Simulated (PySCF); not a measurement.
Basis-set dependence of population analyses: `BN1[SiH2]N[SiH2]1`

Species: BH₇N₂Si₂.
Cartesian coordinates in Å at the PBE0-D3(BJ)/def2-SVP level; atoms count from 1:
```xyz
12
BH7N2Si2 angstrom
B     -1.127   -0.762    0.970
N     -0.084   -0.184    0.233
Si     0.099    1.351   -0.644
N      1.708    0.810   -1.048
Si     1.560   -0.705   -0.194
H     -0.980   -1.858    1.473
H     -2.177   -0.168    1.104
H     -0.842    1.518   -1.792
H      0.008    2.567    0.218
H      2.458    1.226   -1.581
H      2.467   -0.888    0.979
H      1.619   -1.940   -1.031
```

PBE0 throughout (PySCF), one geometry, spherical d and f functions. Geometry: PBE0-D3(BJ)/def2-SVP; no solvent, vibrations or thermal averaging. Atoms taken as equivalent share a column and are averaged.

Mulliken charges (e):

```csv
basis,functions,B1,N2,Si3/Si5,N4,H6/H7,H8/H9/H11/H12,H10
pcSseg-0,67,+0.251,-1.274,+1.191,-1.286,-0.010,-0.101,+0.349
cc-pVDZ,113,-0.002,-0.292,+0.477,-0.403,-0.058,-0.061,+0.106
aug-cc-pVDZ,186,-1.454,-0.200,-0.136,-0.467,+0.583,+0.332,-0.101
cc-pVTZ,256,-0.106,-0.138,+0.328,-0.347,-0.018,-0.043,+0.145
IGLO-III,263,+0.261,-0.775,+1.002,-0.802,-0.089,-0.174,+0.186
```

IAO charges (e):

```csv
basis,functions,B1,N2,Si3/Si5,N4,H6/H7,H8/H9/H11/H12,H10
pcSseg-0,67,-0.015,-0.694,+0.897,-0.892,-0.012,-0.109,+0.266
cc-pVDZ,113,-0.009,-0.725,+0.986,-0.923,-0.009,-0.142,+0.273
aug-cc-pVDZ,186,-0.008,-0.734,+0.992,-0.944,-0.008,-0.141,+0.282
cc-pVTZ,256,-0.001,-0.754,+1.024,-0.958,-0.009,-0.149,+0.280
IGLO-III,263,-0.002,-0.761,+1.036,-0.968,-0.009,-0.151,+0.282
```

Task: Which scheme is steadiest as the basis changes?

Result: Largest range over the bases for any column: IAO 0.14 e, Mulliken 1.71 e. IAO charges move least and Mulliken charges most, counted in e.

Task: How much do the charges still move between the two largest bases, cc-pVTZ and IGLO-III?

Result: At most, over all atoms: Mulliken 0.673 e, IAO 0.013 e.

Task: What do the same runs give for the total energy, the frontier levels and the dipole moment?

Result: 
```
      basis  energy (Eh)  HOMO (eV)  LUMO (eV)  μ (D)
   pcSseg-0    -716.2290      -7.43      -0.47   2.68
    cc-pVDZ    -717.2226      -7.50      -0.30   2.63
aug-cc-pVDZ    -717.2379      -7.62      -0.82   2.42
    cc-pVTZ    -717.3132      -7.67      -0.53   2.51
   IGLO-III    -717.3195      -7.69      -0.59   2.46
```

The dipole is fixed by the density alone, so its range of 0.26 D shows that the density itself changes with the basis, not only its division among atoms.
